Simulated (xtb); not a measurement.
C₅H₁₀, SMILES CC=C(C)C. All values are semi-empirical tight-binding results from xtb (GFN2-xTB unless named), good for trends rather than for accurate numbers. The structure is a stationary point at GFN2-xTB.

Computed properties:
| Item | Value |
|---|---|
| point group as xtb finds it | Cs |
| orbital gap | 5.17 eV |
| dipole moment | 0.32 D |
| zero-point energy | 83.9 kcal/mol |
| G − E(el) at 298.15 K (modified RRHO) | 64.5 kcal/mol |
| static polarisability (D4 model) | 62.6 bohr³ |
| solvation energy, GFN2-xTB/ALPB(water) | -0.4 kcal/mol |
| solvation energy, GFN2-xTB/ALPB(dmso) | -4.0 kcal/mol |

Computed IR lines (harmonic; lines under 4 % of the strongest left out, lines within 3 cm⁻¹ merged):
ν (cm⁻¹): 817 (w), 996 (w), 1060 (m), 1086 (w), 1145 (m), 1222 (m), 1343 (m), 1399 (w), 1409 (w), 1491 (m), 1758 (w), 2989 (m), 2996 (vs), 3005 (s), 3013 (vs), 3035 (m), 3045 (s), 3058 (m), 3069 (s) (against the strongest line: vs over 80 %, s over 45 %, m over 15 %, w over 4 %, vw less)
